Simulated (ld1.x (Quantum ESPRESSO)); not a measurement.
Cl: excitation energies, all-electron against TM

* Element: Cl (Z = 17)
* Generator: ld1.x (Quantum ESPRESSO) 7.5
* Type: norm-conserving Troullier–Martins (Kleinman–Bylander form)
* Functional: PBE
* Relativity: scalar-relativistic
* Frozen core: [Ne]
* Valence charge: 7
* Reference configuration: 3s2 3p5
* Partial waves: 3s (bound): rc 1.35 bohr; 3p (bound): rc 1.50 bohr
* Local potential: all-electron potential smoothed inside 1.05 bohr (lloc = -1)
* Core correction: none

Energies are relative to the spin-unpolarised reference configuration 3s2 3p5; without spin polarisation the order of configurations can differ from experiment.

```
valence configuration  charge  ΔE all-electron (eV)  error AE − PS (meV)
              3s2 3p4      +1                13.875                 +3.8
              3s2 3p2      +3                77.630                 +104
              3s1 3p6       0                12.153                 -0.4
            3s2 3p4.5    +0.5                 5.583                 +0.4
              3s2 3p1      +4               129.873                 +275
              3s1 3p5      +1                26.584                 +6.0
```

(1) What are ΔE and the potential's error for 3s2 3p3?

Answers

(1) ΔE = 39.322 eV all-electron; the error (AE − PS) is +29 meV.
